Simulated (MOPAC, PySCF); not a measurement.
C4H8BN, SMILES `B/C=C/C(=C)N`, neutral singlet in the gas phase. 

Cartesian coordinates (Å):
```xyz
14

B      2.7178    -0.4974     0.2890
C      1.2114    -0.7177     0.2097
C      0.3607     0.3280     0.2853
C     -1.0919     0.2856     0.2084
C     -1.7804     1.4241     0.4109
N     -1.6841    -0.9439    -0.0077
H      3.1345     0.6192     0.4219
H      3.4935    -1.4068     0.2199
H      0.7949    -1.7187     0.1092
H      0.7747     1.3244     0.4132
H     -2.8628     1.4590     0.3727
H     -1.2552     2.3380     0.6486
H     -1.1554    -1.5808    -0.5810
H     -2.6577    -0.9129    -0.2616
```
Charge 0, multiplicity 1.

All levels are single points at this geometry (PBE0-D4/def2-TZVP); Pople sets use spherical d functions. Orbital energies aren't observables, and empty levels follow the basis.

B3LYP/6-31G* in PySCF gives gap (eV) = 3.91.

Task: Estimate the gap (eV) from each of these levels: B3LYP-D3(BJ)/def2-TZVP in PySCF; PBE-D3(BJ)/def2-TZVP in PySCF; PBE0-D4/def2-TZVP in PySCF; B3LYP/3-21G in PySCF; B3LYP/6-311+G** in PySCF; PBE/6-31G* in PySCF; SVWN5/6-31G* in PySCF; HF/3-21G in PySCF; HF/STO-3G in PySCF; AM1 in MOPAC; PM3 in MOPAC; PM6 in MOPAC.

Result: 
```csv
level,gap (eV)
B3LYP-D3(BJ)/def2-TZVP in PySCF,3.89
PBE-D3(BJ)/def2-TZVP in PySCF,2.41
PBE0-D4/def2-TZVP in PySCF,4.26
B3LYP/3-21G in PySCF,3.72
B3LYP/6-311+G** in PySCF,3.88
PBE/6-31G* in PySCF,2.38
SVWN5/6-31G* in PySCF,2.32
HF/3-21G in PySCF,9.95
HF/STO-3G in PySCF,11.33
AM1 in MOPAC,8.58
PM3 in MOPAC,7.91
PM6 in MOPAC,7.96
```
